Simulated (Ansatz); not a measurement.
H3BOSi, SMILES `B[Si]O` (excited triplet) (charge 0, multiplicity 3). This triplet is an excited state, 0.48 eV above the relaxed singlet at the level frozen-core CCSD(T)/cc-pVTZ // PBE0-D3(BJ)/def2-TZVP (Ansatz, a first-principles code).

Cartesian coordinates (Å):
SMILES: B[Si]O
```xyz
6

B      1.2719     0.2310     0.3101
Si    -0.4130    -0.6810     0.5152
O     -1.7562    -0.0481    -0.1880
H      2.2364    -0.2401     0.8268
H      1.2578     1.2374    -0.3355
H     -2.5970    -0.4992    -0.0905
```
Charge 0, spin multiplicity 3.

Frozen-core energies in 6-31g from Ansatz at a geometry from PBE0-D3(BJ)/def2-TZVP; the HF reference has <S^2> = 2.01 and the T1 diagnostic is 0.027.

```tsv
level	energy (Ha)	difference from CCSDT(Q) (mHa)
HF	-390.07861	241.07
MP2	-390.28837	31.31
CCSD	-390.31283	6.85
CCSD(T)	-390.31799	1.69
CCSDT	-390.31897	0.71
CCSDT(Q)	-390.31968	0.00
```
